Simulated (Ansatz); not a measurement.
Ansatz (a program for electronic structure) input:

Ansatz 0.2 input:
```yaml
crystal:
  periodic: [false, false, false]
  atoms:
    - {symbol: Nb, position_ang: [0.04696033, -0.06705976, -0.18420326]}
    - {symbol: O, position_ang: [-1.37568317, -0.96807536, 0.15609525]}
    - {symbol: O, position_ang: [-0.43373198, 1.54784782, -0.51969561]}
    - {symbol: F, position_ang: [1.39443864, -0.20985882, 1.16234849]}
basis:
  gaussian:
    orbitals: def2-SVPD
magnetization: {spin_polarized: false}
correlation: {method: ccsd_t, electrons: outside_noble_gas}
output: {forces: true}
```

What final total energy does it print?

-306.22450 Eh (CCSD(T)/def2-SVPD). The basis has 103 functions. The run takes about 50 core-seconds (a rough figure).
